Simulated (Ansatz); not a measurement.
Basis-set extrapolation for `BN[SiH2]OC` (PBE0-D4/def2-TZVP geometry, frozen core, Ansatz). Multiplicity 1, RHF reference.

|  | def2-TZVPP | def2-QZVPP |
| --- | --- | --- |
| HF | -485.647381 | -485.666780 |
| MP2 correlation | -0.846800 | -0.907925 |
| CCSD(T) correlation | -0.928104 | not run |

Energies in hartree. Use E(X) = E(∞) + A·exp(−7.88·√X) for Hartree–Fock and E(X) = E(∞) + B·X^(−2.97) for correlation, with X = 3 and 4, and add CCSD(T) minus MP2 of the smaller set to the MP2 limit.

Problem. What is the CCSD(T) energy at the basis-set limit?

Solution. HF limit: -485.666780 + (-0.019399) × 0.13774 = -485.66945. MP2 limit: -0.907925 + (-0.061125) × 0.74074 = -0.95320. Higher-order term: -0.928104 − (-0.846800) = -0.08130. Total: -486.70395 hartree, 80.6 kcal/mol below CCSD(T)/def2-TZVPP.
